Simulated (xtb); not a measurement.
GeHCl₃, SMILES [Cl][GeH]([Cl])[Cl]. All values are semi-empirical tight-binding results from xtb (GFN2-xTB unless named), good for trends rather than for accurate numbers. Coordinates come from a GFN2-xTB optimisation. The isomer is the one that the SMILES or the coordinates give; other isomers of the formula were not compared.

For metal compounds this method's bond lengths and energies can be far off.

Q: Estimate the properties. (Estimate from the structure and the level; the computed values follow.)

A: 
```json
{
 "point_group_as_xtb_finds_it": "C3v",
 "orbital_gap": "6.37 eV",
 "zero_point_energy": "6.4 kcal/mol",
 "G − E(el) at 298.15 K (modified RRHO)": "-13.2 kcal/mol"
}
```
